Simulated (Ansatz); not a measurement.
System: SiI, net charge 0, doublet state. 
Structure (B3LYP-D3(BJ)/def2-TZVP (Ansatz, a quantum-chemistry and plane-wave program) minimum search):
```xyz
2

Si     0.0000     0.0000    -1.9529
I      0.0000     0.0000     0.5159
```
Charge 0, spin multiplicity 2.

Parts of the frozen-core correlation energy in def2-SVP (Ansatz, hartree). Frozen orbitals: 14; correlated occupied orbitals by spin: 6 and 5; virtual: 24 and 25. Open shells are spin-unrestricted. Spin-orbit coupling is left out. In def2 rows, elements after Kr have scalar-relativistic effective core potentials.

| term | value |
|---|---|
| reference (HF) | -585.47268 |
| MP2 opposite-spin | -0.11591 |
| MP2 same-spin | ? |
| CCSD correlation | ? |
| (T) | ? |
| CCSDT minus CCSD(T) | -0.00095 |
| T1 diagnostic | 0.022 |
| largest doubles amplitude | 0.077 |
| <S^2> of the reference | 0.766 |

**Question.** What belongs in the gaps?

**Answer.** 
- MP2 same-spin, value: -0.03845
- CCSD correlation, value: -0.17936
- (T), value: -0.00564
